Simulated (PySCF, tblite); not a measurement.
Q: What does the GFN2-xTB structure of `[H]/N=C\[C@@]12CC[C@@H](C[C@H]1F)C2` look like in three dimensions?

A: 
```xyz
22
C8H12FN angstrom
H      2.7680    1.4071    0.5213
N      2.9502    1.0167   -0.4030
C      1.9966    0.3836   -0.9110
C      0.6406    0.1199   -0.3323
C      0.5490   -1.2680    0.3388
C     -0.9669   -1.5415    0.3911
C     -1.5717   -0.2756   -0.2247
C     -1.3785    0.8831    0.7601
C      0.1319    1.1612    0.6825
F      0.7329    1.0327    1.9174
C     -0.5452    0.0671   -1.3049
H      2.1741   -0.0586   -1.8895
H      1.0721   -2.0092   -0.2659
H      1.0082   -1.2532    1.3255
H     -1.3186   -1.7040    1.4087
H     -1.2282   -2.4186   -0.2009
H     -2.6011   -0.3956   -0.5570
H     -1.6607    0.6187    1.7782
H     -1.9521    1.7591    0.4594
H      0.3581    2.1837    0.3550
H     -0.4338   -0.7113   -2.0569
H     -0.7354    1.0222   -1.7928
```

Orientation and origin are arbitrary. Atoms count from 1 in this order. The 5-membered ring C4–C9–C8–C7–C11 has internal angles of 94.5° to 103.6°; it is puckered, 0.26 Å rms from its mean plane, widest ring torsion 56°. The 9 C–C bonds span 1.498 Å (C3–C4, drawn single) to 1.544 Å (C4–C5, drawn single), a spread of 0.046 Å. The 5-membered ring C4–C5–C6–C7–C11 has internal angles of 94.5° to 103.4° (sum 504°, against 540° for a flat polygon); it is puckered, 0.26 Å rms from its mean plane, widest ring torsion 56°. Of the pairs four or more bonds apart, F10···H14 is among the closest relative to their van der Waals radii: 2.38 Å, 89 % of the sum of Bondi's values.

Bonds between heavy atoms (Å): N2=C3 1.252, C3–C4 1.498, C4–C5 1.544, C5–C6 1.541, C6–C7 1.532, C7–C8 1.533, C8–C9 1.538, C9–F10 1.379, C7–C11 1.529, C4–C9 1.540, C4–C11 1.535.

Computed geometry: GFN2-xTB, gas phase.

Point group: C1 (no symmetry element, even within 0.4 Å). Its GFN2-xTB frequencies are all real (lowest 67 cm⁻¹). The numbers are those of one conformer (N2–C3–C4–C5 -97°). 3 starts were optimised and ended at 0.00, 0.13 and 0.16 kcal/mol (GFN2-xTB); the lowest of these is shown.
